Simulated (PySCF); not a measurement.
SeF4.
SMILES: `F[Se](F)(F)F`

Method used: TDDFT wB97X-D/def2-SVPD, vertical, gas phase, core orbitals frozen in the response (PySCF). Geometry: PBE0-D3(BJ)/def2-SVP; no solvent, vibrations or thermal averaging. Relativistic effects, spin–orbit coupling among them, are left out although an element past zinc is present.

```
state  E (eV)  ν̃ (cm⁻¹)       f  symmetry  main configurations (H = HOMO, L = LUMO)
   S1    6.28      50620   0.042  B1 or B2                                 H→L (98%)
   S2    7.52      60630  0.0000         –                               H-2→L (98%)
   S3    7.52      60660   0.051        A1                               H→L+1 (95%)
   S4    7.56      60960  0.0080  B1 or B2                               H-1→L (95%)
   S5    7.95      64120  0.0002         –                               H-4→L (98%)
   S6    8.15      65740  0.0000         –                               H-3→L (90%)
   S7    8.75      70540  0.0000         –                H-1→L+1 (82%), H-6→L (11%)
   S8    8.80      70980  0.0062        A1                               H-5→L (95%)
   S9    8.92      71910  0.0033  B1 or B2                H-2→L+1 (73%), H→L+2 (13%)
  S10    9.12      73540  0.0000         –                H-6→L (86%), H-1→L+1 (12%)
```

Triplets (Tamm–Dancoff): T1 4.96 eV, H→L (96%); T2 6.87 eV, H→L+1 (93%); T3 7.08 eV, H-1→L (94%); T4 7.29 eV, H-2→L (91%).

The lowest singlet comes at 198 nm (606 kJ/mol) in the vacuum ultraviolet; it is of moderate strength; its leading configuration is HOMO→LUMO (98%). The strongest level in the table is S3 at 7.52 eV (165 nm, f = 0.051). S2/S3 lie within about 0.01 eV of each other. Löwdin shares by element: HOMO fluorine 65% or more, selenium 31%; LUMO selenium 60%, fluorine 33% or more. Of the 10 states listed, 2 reach f = 0.01 and 5 stay under 0.0005. Weighted by f, the mean energy of these states is 7.16 eV. The listed states span 2.84 eV, and the widest gap between neighbours is 1.24 eV (S1 to S2). Symmetry labels in C2v follow from the direction of the transition dipole and are given only for states with f of 0.002 or more; B1 and B2 swap with the choice of axes. The window holds the lowest 10 singlets.
